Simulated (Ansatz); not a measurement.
`[F][Hf]([F])([Cl])[I]` + H–F → `[F][Hf]([F])([F])[I]` + HCl at 400 K and 1 bar (ligand exchange at the Hf–Cl bond).

Gas-phase electronic energies from Ansatz, PBE0-D4/def2-TZVP geometries. CBS: MP2 limit from def2 TZ/QZ plus the TZ coupled-cluster correction, frozen cores. This one scheme is used for every species. def2 core potentials past Kr. For Hf, I outer-core shells are correlated without core-valence functions, which leaves a few kJ/mol of doubt a bond.

| species | CCSD(T)/CBS energy (Eh) | H − E (kJ/mol) | S (J/(mol·K)) |
| --- | --- | --- | --- |
| `[F][Hf]([F])([Cl])[I]` | -1005.01720 | 47.1 | 421.1 |
| H–F | -100.39570 | 36.5 | 182.2 |
| `[F][Hf]([F])([F])[I]` | -645.03670 | 48.1 | 399.6 |
| HCl | -460.38127 | 29.6 | 195.4 |

H − E and S are ideal-gas, rigid-rotor, harmonic terms from PBE0-D4/def2-TZVP. 1 Eh = 2625.50 kJ/mol, R = 8.31446 J/(mol·K).

Problem. By hand: ΔE, ΔH, ΔS and ΔG.

Solution. ΔE = (-645.03670) + (-460.38127) − (-1005.01720) − (-100.39570) = -0.00507 Eh = -13.3 kJ/mol. Δ(H − E) = 48.1 + 29.6 − 47.1 − 36.5 = -5.9, so ΔH = -19.2 kJ/mol. ΔS = 399.6 + 195.4 − 421.1 − 182.2 = -8.3 J/(mol·K). ΔG = -19.2 − 400 × (-8.3)/1000 = -15.9 kJ/mol.

Problem. By hand: the equilibrium constant, and the temperature at which ΔG would vanish if ΔH and ΔS stayed fixed.

Solution. log₁₀ K = −ΔG/(RT ln 10) = 2.1. ΔG = 0 at ΔH/ΔS = 2313 K, though so small a ΔS makes that figure unsure.

The number of gas molecules stays the same, so ΔS is small and ΔH decides. A doubt of 5 kJ/mol in ΔE shifts log₁₀ K by 0.7 here. These are equilibria of isolated gas molecules and say nothing of rates. Largest T1 diagnostic: 0.015 (customary marks: 0.02 for closed shells, 0.045 for open ones).
